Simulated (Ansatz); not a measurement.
`COBC=O` + H–F → `COBF` + `C=O` at 400 K and 1 bar (ligand exchange at a B–C bond).

Program: Ansatz. Geometries: PBE0-D4/def2-TZVP. ΔE: electronic, gas phase. CCSD(T)/CBS adds triple-zeta CCSD(T) − MP2 to the extrapolated MP2 energy (def2 sets, frozen cores). This one scheme is used for every species. Each species was taken in one conformer, which may not be the lowest.

```
 species  CCSD(T)/CBS energy (Eh)  H − E (kJ/mol)  S (J/(mol·K))
`COBC=O`               -254.25700           223.8          356.6
     H–F               -100.39570            36.5          182.2
  `COBF`               -240.31409           176.8          313.5
   `C=O`               -114.39408            83.9          229.4
```

H − E and S are ideal-gas, rigid-rotor, harmonic terms from PBE0-D4/def2-TZVP, for one conformer and one mirror image of each species. 1 Eh = 2625.50 kJ/mol, R = 8.31446 J/(mol·K).

Task: By hand: ΔE, ΔH, ΔS and ΔG.

Result: ΔE = (-240.31409) + (-114.39408) − (-254.25700) − (-100.39570) = -0.05547 Eh = -145.6 kJ/mol. Δ(H − E) = 176.8 + 83.9 − 223.8 − 36.5 = 0.4, so ΔH = -145.2 kJ/mol. ΔS = 313.5 + 229.4 − 356.6 − 182.2 = 4.1 J/(mol·K). ΔG = -145.2 − 400 × (4.1)/1000 = -146.8 kJ/mol.

Task: By hand: the equilibrium constant, and the temperature at which ΔG would vanish if ΔH and ΔS stayed fixed.

Result: log₁₀ K = −ΔG/(RT ln 10) = 19.2. ΔH and −TΔS have one sign here, so there is no such temperature.

The number of gas molecules stays the same, so ΔS is small and ΔH decides. A doubt of 5 kJ/mol in ΔE shifts log₁₀ K by 0.7 here. Other conformers and mirror images would add mixing entropy, several J/(mol·K) or more a flexible species. Modes under 60 cm⁻¹, often nearly free rotors, make the harmonic entropy too high. These are equilibria of isolated gas molecules and say nothing of rates. Largest T1 diagnostic: 0.015 (customary marks: 0.02 for closed shells, 0.045 for open ones).

ΔS is within the doubt of such terms, so its sign, and with it that verdict, could turn.
